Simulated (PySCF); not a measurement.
Labels have come off several samples. The candidates:

A. `C=C1C=C(C(F)(F)F)/C1=C/OC`
B. SMILES C[C@H](Cl)/C(=C\O[SiH3])C(Cl)Cl
C. SMILES CC(C)(C)[C@H]1C=COCC1

Spectrum 1. 1H NMR (400 MHz, computed): δ 6.60 (d, 1H), 4.82 (m, 1H), 4.34 (m, 1H), 4.01 (m, 1H), 2.05 (m, 1H), 1.63 (m, 1H), 1.50 (m, 1H), 0.93 (s, 9H). 13C{1H} NMR (computed): δ 152.7 (CH), 107.5 (CH), 68.5 (CH2), 44.8 (CH), 34.2 (C), 28.3 (CH3), 28.0 (CH2).

Spectrum 2. 1H NMR (400 MHz, computed): δ 6.87 (m, 1H), 6.24 (s, 1H), 5.58 (br s, 1H), 5.41 (br s, 1H), 3.86 (s, 3H). 13C{1H} NMR (computed): δ 149.6 (C), 149.5 (C), 144.3 (CH), 143.0 (CH), 129.9 (C), 122.7 (C), 112.3 (CH2), 61.1 (CH3).

Spectrum 3. 1H NMR (400 MHz, computed): δ 7.35 (s, 1H), 6.66 (s, 1H), 5.47 (q, 1H), 5.10 (s, 3H), 1.58 (d, 3H). 13C{1H} NMR (computed): δ 153.9 (CH), 136.1 (C), 80.3 (CH), 57.3 (CH), 27.9 (CH3).

[PySCF 2.14.0 with density-fitted response routines: σ from GIAO-PBE0/pcSseg-1; coordinates at the GFN2-xTB level; in vacuum; one conformer; relativity neglected; equivalent nuclei averaged]

Shifts are taken against calculated references (same method and geometry level): 1H and 13C against TMS. Splittings of carbon signals by F and P are missing where no couplings were computed. Where no couplings were computed, multiplicities follow the n + 1 count of equivalent neighbours, and m marks all less simple cases (inequivalent or close neighbours, rings, F or P nearby). Shifts are as computed. Against solution values, carbons near 30 ppm lie about +3 ppm off and those near 130 ppm about +5 ppm; carbons on Cl a further +6 ppm. Of 1211 compounds with measured shifts, 218 miss one by over three times the rms of a fit or turn the order of signals round; such compounds aren't used in these exercises. Carbons bonded to Cl come out too deshielded.

Question: Which spectrum belongs to which compound?

Answer: 1–C, 2–A, 3–B.

- Spectrum 1 (C): 7 13C signals; δC 152.7 is an alkene carbon bearing oxygen; δC 107.5 is a β carbon of an enol-ether or enamine type C=C.
- Spectrum 2 (A): 8 13C signals; δC 149.6 is a fully substituted alkene carbon; δC 149.5 is a fully substituted alkene carbon.
- Spectrum 3 (B): 5 13C signals; δC 153.9 is an alkene carbon bearing oxygen; δC 80.3 is an allylic sp3 CH bonded to 2 Cl.
